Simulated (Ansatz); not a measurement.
Species: SF$_{4}$, charge 0, singlet. SF4 (tetrafluoro-λ4-sulfane, SMILES FS(F)(F)F).
B3LYP-D3(BJ)/def2-TZVP minimum from Ansatz (a quantum-chemistry and plane-wave program):
```
S
F 1 1.5655
F 1 1.5655 2 101.07
F 1 1.6678 2 87.81 3 -87.34
F 1 1.6678 2 87.81 4 174.68
```
Charge 0, spin multiplicity 1.

Quantity: atomisation energy (electronic, to ground-state atoms), in kcal/mol. Open shells are spin-unrestricted; no spin-orbit coupling. CBS(X,Y): correlation extrapolated as X^-3, Hartree-Fock from the larger set (Q,5: extrapolated as (X+1)exp(-9√X)). A bracket is a step between two methods taken in the basis named. Functionals run without relativity, which enters their misses. Double hybrids freeze cores in their MP2 part. '+ core + X2C': CCSD(T) terms for core correlation (cc-pwCVTZ, 1s frozen past Ne) and scalar relativity (cc-pVTZ-DK).

CCSD(T)/CBS(cc-pV(Q+d)Z,cc-pV(5+d)Z) + [CCSDT(Q) - CCSD(T)]/cc-pV(D+d)Z + core + X2C (Ansatz) gives 334.0 kcal/mol.

What does PBE/def2-TZVPD (Ansatz) give here, and how do the other levels compare?

PBE gives 360.5 kcal/mol, 26.5 kcal/mol above it. Differences of the others: r2SCAN/def2-TZVPD (Ansatz) 5.0; B3LYP/def2-TZVPD (Ansatz) -12.2; B2PLYP/def2-TZVPD (Ansatz) -10.9; CCSD(T)/CBS(cc-pV(Q+d)Z,cc-pV(5+d)Z) + core + X2C (Ansatz) -1.5 kcal/mol. Nearer than PBE: r2SCAN/def2-TZVPD, B3LYP/def2-TZVPD, B2PLYP/def2-TZVPD, CCSD(T)/CBS(cc-pV(Q+d)Z,cc-pV(5+d)Z) + core + X2C.
